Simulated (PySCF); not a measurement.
**A search over the determinants of GeC**

Unrestricted PBE0; basis Ge cc-pVTZ-PP with ECP10, C cc-pVTZ; scalar-relativistic core potentials; PySCF 2.14. Outer shells of the fragments: Ge 3d10 4s2 4p2; C 2s2 2p2.

Followed along the bond (rough minima from three points):

| 2Ms+1 | unpaired | ⟨S²⟩ at the start | R at minimum (Å) | Te (eV) |
| --- | --- | --- | --- | --- |
| 3 | σ ↑, π ↑ | 2.11 | 1.80 | 0.00 |
| 3 | π ↑↑ | 2.00 | 1.89 | 0.25 |
| 1 | σ ↑, π ↓ | 1.02 | 1.79 | 0.31 |
| 1 | π ↑↓ | 1.01 | 1.90 | 0.51 |
| 1 | none | 0.00 | 1.91 | 1.33 |

Solutions found at the starting distance of 1.870 Å, counted from the lowest of them; the search is not exhaustive and high or unbound solutions are not listed, so other states can lie among these:

```csv
2Ms+1,unpaired,term,E (eV),⟨S²⟩,⟨Lz²⟩,μ (D)
3,"σ ↑, π ↑",³Π,0.00,2.11,1.00,-2.05
3,π ↑↑,³Σ⁻,0.19,2.00,0.00,-2.61
1,"σ ↑, π ↓",mixed,0.31,1.02,1.03,-2.26
1,π ↑↓,mixed,0.45,1.01,2.01,-2.53
1,none,mixed,1.28,0.00,2.00,-2.27
1,none,¹Σ⁺,1.59,0.00,0.00,-2.64
5,"σ ↑, π ↑↑↑",⁵Π,1.62,6.00,1.01,-0.71
3,"σ ↑, π ↑↑↓",mixed,2.32,3.01,3.02,-0.85
3,"σ ↓, π ↑↑↑",mixed,2.40,3.03,1.01,-1.01
1,"σ ↑, π ↑↓↓",mixed,2.55,2.02,3.02,-0.90
3,π ↑↑,mixed,3.48,2.02,2.01,-1.32
3,"σ ↑, π ↑",mixed,3.84,2.01,3.01,-0.67
3,σ ↑↑,mixed,4.49,2.61,0.00,-2.26
5,"σ ↑↑, π ↑↑",⁵Σ⁻,5.22,6.00,0.00,0.00
```

A term symbol is given only where ⟨S²⟩ and ⟨Lz²⟩ are close to those of a pure state; real π, δ and φ orbitals otherwise mix terms. A positive dipole means Ge(−)C(+).

Q: Compare the gap between the two lowest followed solutions at the starting distance with the gap between their minima.

A: At PBE0 the second solution (triplet, unpaired electrons π ↑↑) lies +0.19 eV from the first (triplet, unpaired electrons σ ↑, π ↑) at 1.870 Å and +0.25 eV at the minima; the two curves relax by different amounts, since their minima lie near 1.89 and 1.80 Å.

Spin–orbit coupling is left out.
